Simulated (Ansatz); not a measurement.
Ansatz (a quantum-chemistry and plane-wave program) input (B3LYP-D3(BJ)/def2-TZVP):

Ansatz 0.2 input:
```yaml
crystal:
  periodic: [false, false, false]
  atoms:
    - {symbol: C, position_ang: [-2.24537479, -0.28229455, -0.06670439]}
    - {symbol: C, position_ang: [-0.84159403, 0.30426486, -0.17731920]}
    - {symbol: C, position_ang: [0.23144790, -0.68874790, 0.27351304]}
    - {symbol: C, position_ang: [1.64882144, -0.16850467, 0.18856934]}
    - {symbol: O, position_ang: [2.02266139, 0.88917810, -0.17573353]}
    - {symbol: H, position_ang: [-2.35147988, -1.17592764, -0.68623855]}
    - {symbol: H, position_ang: [-2.99763569, 0.43824060, -0.39181775]}
    - {symbol: H, position_ang: [-2.47751220, -0.56323303, 0.96326976]}
    - {symbol: H, position_ang: [-0.76227173, 1.21106156, 0.42611393]}
    - {symbol: H, position_ang: [-0.63746387, 0.60431956, -1.20736865]}
    - {symbol: H, position_ang: [0.08048568, -1.00596509, 1.31018148]}
    - {symbol: H, position_ang: [0.20478343, -1.61022723, -0.31662476]}
basis:
  gaussian:
    orbitals: def2-TZVP
hamiltonian:
  xc: b3lyp
  dispersion: d3bj
magnetization: {spin_polarized: true, initial_magnetization: 1}
phonons: {temperatures: {t_min: 298.15, t_max: 298.15, t_step: 100}}
```

Output:

```
Functional definition: B3LYP
integrals: 0.10 GiB planned
1179 factors; their error is unknown
mean field: 1.23 GiB planned
mean field evaluation 1: about -6299.4009 eV, gradient 5.1e1 eV
mean field evaluation 2: about -6289.6617 eV, gradient 6.9e1 eV
mean field evaluation 4: about -6310.3463 eV, gradient 6.1e0 eV
mean field evaluation 8: about -6310.4898 eV, gradient 6.7e-2 eV
mean field evaluation 16: about -6310.4698 eV, gradient 5.7e-4 eV
mean field -6310.46976738 eV, -231.9054865612 hartree, gradient 6.7e-5 eV, S^2 0.752939; 0 other end points of the search recorded, 0 dependent functions left out
the calculation of the forces begins
reference -6310.47003937 eV, -231.9054965567 hartree; 20, 19 occupied and 177, 178 virtual orbitals, 1179 factors
these checks for a lower state are left out or cut short: stability, starts, cluster_reference, orbital_swaps, neighbouring_geometries, increment
integrals: 0.10 GiB planned
1179 factors; their error is unknown
mean field: 1.23 GiB planned
mean field -6310.46960333 eV, -231.9054805323 hartree, gradient 2.6e-6 eV, S^2 0.752940; 0 other end points of the search recorded, 0 dependent functions left out
the calculation of the forces begins
reference -6310.46987535 eV, -231.9054905291 hartree; 20, 19 occupied and 177, 178 virtual orbitals, 1179 factors
these checks for a lower state are left out or cut short: stability, starts, cluster_reference, orbital_swaps, neighbouring_geometries, increment
integrals: 0.10 GiB planned
1179 factors; their error is unknown
mean field: 1.23 GiB planned
mean field evaluation 32: about -6310.4691 eV, gradient 4.0e-1 eV
mean field -6310.46959712 eV, -231.9054803043 hartree, gradient 2.4e-6 eV, S^2 0.752939; 0 other end points of the search recorded, 0 dependent functions left out
the calculation of the forces begins
reference -6310.46986907 eV, -231.9054902984 hartree; 20, 19 occupied and 177, 178 virtual orbitals, 1179 factors
these checks for a lower state are left out or cut short: stability, starts, cluster_reference, orbital_swaps, neighbouring_geometries, increment
integrals: 0.10 GiB planned
1179 factors; their error is unknown
mean field: 1.23 GiB planned
mean field -6310.46957336 eV, -231.9054794311 hartree, gradient 2.5e-6 eV, S^2 0.752939; 0 other end points of the search recorded, 0 dependent functions left out
the calculation of the forces begins
reference -6310.46984538 eV, -231.9054894277 hartree; 20, 19 occupied and 177, 178 virtual orbitals, 1179 factors
these checks for a lower state are left out or cut short: stability, starts, cluster_reference, orbital_swaps, neighbouring_geometries, increment
integrals: 0.10 GiB planned
1179 factors; their error is unknown
mean field: 1.23 GiB planned
mean field -6310.46964494 eV, -231.9054820616 hartree, gradient 2.6e-6 eV, S^2 0.752940; 0 other end points of the search recorded, 0 dependent functions left out
the calculation of the forces begins
reference -6310.46991690 eV, -231.9054920560 hartree; 20, 19 occupied and 177, 178 virtual orbitals, 1179 factors
these checks for a lower state are left out or cut short: stability, starts, cluster_reference, orbital_swaps, neighbouring_geometries, increment
integrals: 0.10 GiB planned
1179 factors; their error is unknown
mean field: 1.23 GiB planned
mean field -6310.46961812 eV, -231.9054810761 hartree, gradient 2.5e-6 eV, S^2 0.752939; 0 other end points of the search recorded, 0 dependent functions left out
the calculation of the forces begins
reference -6310.46989002 eV, -231.9054910681 hartree; 20, 19 occupied and 177, 178 virtual orbitals, 1179 factors
these checks for a lower state are left out or cut short: stability, starts, cluster_reference, orbital_swaps, neighbouring_geometries, increment
integrals: 0.10 GiB planned
[...]
mean field: 1.23 GiB planned
mean field -6310.46971414 eV, -231.9054846045 hartree, gradient 2.5e-6 eV, S^2 0.752939; 0 other end points of the search recorded, 0 dependent functions left out
the calculation of the forces begins
reference -6310.46998610 eV, -231.9054945990 hartree; 20, 19 occupied and 177, 178 virtual orbitals, 1179 factors
these checks for a lower state are left out or cut short: stability, starts, cluster_reference, orbital_swaps, neighbouring_geometries, increment
integrals: 0.10 GiB planned
1179 factors; their error is unknown
mean field: 1.23 GiB planned
mean field -6310.46975057 eV, -231.9054859434 hartree, gradient 2.6e-6 eV, S^2 0.752940; 0 other end points of the search recorded, 0 dependent functions left out
the calculation of the forces begins
reference -6310.47002259 eV, -231.9054959398 hartree; 20, 19 occupied and 177, 178 virtual orbitals, 1179 factors
these checks for a lower state are left out or cut short: stability, starts, cluster_reference, orbital_swaps, neighbouring_geometries, increment
integrals: 0.10 GiB planned
1179 factors; their error is unknown
mean field: 1.22 GiB planned
mean field -6310.46973843 eV, -231.9054854973 hartree, gradient 2.5e-6 eV, S^2 0.752940; 0 other end points of the search recorded, 0 dependent functions left out
the calculation of the forces begins
reference -6310.47001042 eV, -231.9054954928 hartree; 20, 19 occupied and 177, 178 virtual orbitals, 1179 factors
these checks for a lower state are left out or cut short: stability, starts, cluster_reference, orbital_swaps, neighbouring_geometries, increment
integrals: 0.10 GiB planned
1179 factors; their error is unknown
mean field: 1.23 GiB planned
mean field evaluation 256: about -6310.4698 eV, gradient 2.3e-6 eV
mean field -6310.46976170 eV, -231.9054863526 hartree, gradient 2.6e-6 eV, S^2 0.752939; 0 other end points of the search recorded, 0 dependent functions left out
the calculation of the forces begins
reference -6310.47003369 eV, -231.9054963480 hartree; 20, 19 occupied and 177, 178 virtual orbitals, 1179 factors
these checks for a lower state are left out or cut short: stability, starts, cluster_reference, orbital_swaps, neighbouring_geometries, increment
integrals: 0.10 GiB planned
1179 factors; their error is unknown
mean field: 1.23 GiB planned
mean field -6310.46971975 eV, -231.9054848109 hartree, gradient 2.6e-6 eV, S^2 0.752940; 0 other end points of the search recorded, 0 dependent functions left out
the calculation of the forces begins
reference -6310.46999178 eV, -231.9054948079 hartree; 20, 19 occupied and 177, 178 virtual orbitals, 1179 factors
these checks for a lower state are left out or cut short: stability, starts, cluster_reference, orbital_swaps, neighbouring_geometries, increment
integrals: 0.10 GiB planned
1179 factors; their error is unknown
mean field: 1.23 GiB planned
mean field -6310.46966718 eV, -231.9054828790 hartree, gradient 2.5e-6 eV, S^2 0.752939; 0 other end points of the search recorded, 0 dependent functions left out
the calculation of the forces begins
reference -6310.46993913 eV, -231.9054928730 hartree; 20, 19 occupied and 177, 178 virtual orbitals, 1179 factors
these checks for a lower state are left out or cut short: stability, starts, cluster_reference, orbital_swaps, neighbouring_geometries, increment
integrals: 0.10 GiB planned
1179 factors; their error is unknown
mean field: 1.23 GiB planned
mean field -6310.46973054 eV, -231.9054852072 hartree, gradient 2.6e-6 eV, S^2 0.752940; 0 other end points of the search recorded, 0 dependent functions left out
the calculation of the forces begins
reference -6310.47000255 eV, -231.9054952034 hartree; 20, 19 occupied and 177, 178 virtual orbitals, 1179 factors
these checks for a lower state are left out or cut short: stability, starts, cluster_reference, orbital_swaps, neighbouring_geometries, increment
integrals: 0.10 GiB planned
1179 factors; their error is unknown
mean field: 1.23 GiB planned
mean field -6310.46972006 eV, -231.9054848221 hartree, gradient 2.5e-6 eV, S^2 0.752939; 0 other end points of the search recorded, 0 dependent functions left out
the calculation of the forces begins
reference -6310.46999203 eV, -231.9054948169 hartree; 20, 19 occupied and 177, 178 virtual orbitals, 1179 factors
these checks for a lower state are left out or cut short: stability, starts, cluster_reference, orbital_swaps, neighbouring_geometries, increment
integrals: 0.10 GiB planned
1179 factors; their error is unknown
mean field: 1.23 GiB planned
mean field evaluation 288: about -6310.4693 eV, gradient 4.0e-1 eV
mean field -6310.46976349 eV, -231.9054864183 hartree, gradient 2.9e-6 eV, S^2 0.752939; 0 other end points of the search recorded, 0 dependent functions left out
the calculation of the forces begins
reference -6310.47003547 eV, -231.9054964134 hartree; 20, 19 occupied and 177, 178 virtual orbitals, 1179 factors
these checks for a lower state are left out or cut short: stability, starts, cluster_reference, orbital_swaps, neighbouring_geometries, increment
integrals: 0.10 GiB planned
1179 factors; their error is unknown
mean field: 1.22 GiB planned
mean field -6310.46973635 eV, -231.9054854210 hartree, gradient 2.8e-6 eV, S^2 0.752940; 0 other end points of the search recorded, 0 dependent functions left out
the calculation of the forces begins
reference -6310.47000835 eV, -231.9054954168 hartree; 20, 19 occupied and 177, 178 virtual orbitals, 1179 factors
these checks for a lower state are left out or cut short: stability, starts, cluster_reference, orbital_swaps, neighbouring_geometries, increment
integrals: 0.10 GiB planned
1179 factors; their error is unknown
mean field: 1.23 GiB planned
mean field -6310.46972862 eV, -231.9054851368 hartree, gradient 2.7e-6 eV, S^2 0.752939; 0 other end points of the search recorded, 0 dependent functions left out
the calculation of the forces begins
reference -6310.47000061 eV, -231.9054951323 hartree; 20, 19 occupied and 177, 178 virtual orbitals, 1179 factors
these checks for a lower state are left out or cut short: stability, starts, cluster_reference, orbital_swaps, neighbouring_geometries, increment
integrals: 0.10 GiB planned
1179 factors; their error is unknown
mean field: 1.23 GiB planned
mean field -6310.46976451 eV, -231.9054864556 hartree, gradient 2.6e-6 eV, S^2 0.752940; 0 other end points of the search recorded, 0 dependent functions left out
the calculation of the forces begins
reference -6310.47003650 eV, -231.9054964510 hartree; 20, 19 occupied and 177, 178 virtual orbitals, 1179 factors
these checks for a lower state are left out or cut short: stability, starts, cluster_reference, orbital_swaps, neighbouring_geometries, increment
integrals: 0.10 GiB planned
1179 factors; their error is unknown
mean field: 1.23 GiB planned
mean field evaluation 320: about -6310.4697 eV, gradient 2.5e-6 eV
mean field -6310.46969887 eV, -231.9054840434 hartree, gradient 2.5e-6 eV, S^2 0.752940; 0 other end points of the search recorded, 0 dependent functions left out
the calculation of the forces begins
reference -6310.46997088 eV, -231.9054940398 hartree; 20, 19 occupied and 177, 178 virtual orbitals, 1179 factors
these checks for a lower state are left out or cut short: stability, starts, cluster_reference, orbital_swaps, neighbouring_geometries, increment
integrals: 0.10 GiB planned
1179 factors; their error is unknown
mean field: 1.23 GiB planned
mean field -6310.46965362 eV, -231.9054823806 hartree, gradient 2.6e-6 eV, S^2 0.752939; 0 other end points of the search recorded, 0 dependent functions left out
the calculation of the forces begins
reference -6310.46992558 eV, -231.9054923751 hartree; 20, 19 occupied and 177, 178 virtual orbitals, 1179 factors
Total energy: -6310.84128231 eV, -231.9191394831 hartree
Atom 0 at    -2.245375    -0.282295    -0.066704 Å, force    -0.000020    -0.000038     0.000013 eV/Å
Atom 1 at    -0.841594     0.304265    -0.177319 Å, force     0.000065     0.000072    -0.000022 eV/Å
Atom 2 at     0.231448    -0.688748     0.273513 Å, force     0.001236     0.000624    -0.000137 eV/Å
Atom 3 at     1.648821    -0.168505     0.188569 Å, force    -0.000390     0.000356    -0.000162 eV/Å
Atom 4 at     2.022661     0.889178    -0.175734 Å, force    -0.000913    -0.001002     0.000303 eV/Å
Atom 5 at    -2.351480    -1.175928    -0.686239 Å, force     0.000114    -0.000102     0.000272 eV/Å
Atom 6 at    -2.997636     0.438241    -0.391818 Å, force    -0.000135     0.000359    -0.000144 eV/Å
Atom 7 at    -2.477512    -0.563233     0.963270 Å, force     0.000144    -0.000249    -0.000122 eV/Å
Atom 8 at    -0.762272     1.211062     0.426114 Å, force     0.000069    -0.000068    -0.000088 eV/Å
Atom 9 at    -0.637464     0.604320    -1.207369 Å, force     0.000053     0.000009     0.000119 eV/Å
Atom 10 at     0.080486    -1.005965     1.310181 Å, force    -0.000115     0.000037     0.000031 eV/Å
Atom 11 at     0.204783    -1.610227    -0.316625 Å, force    -0.000108     0.000003    -0.000062 eV/Å
Dipole moment:    -0.495987    -0.258226     0.058019 e Å
Vibrations: 72.20 164.17 185.77 241.65 339.22 646.81 712.85 835.95 841.20 920.95 1039.35 1076.77 1115.79 1247.08 1287.53 1322.79 1374.39 1417.23 1443.13 1492.28 1499.59 1507.39 1914.67 3027.27 3031.75 3046.96 3053.36 3072.14 3094.77 3095.23 cm⁻¹, zero-point energy 2.735106 eV
```

It need not be the lowest isomer of its formula.
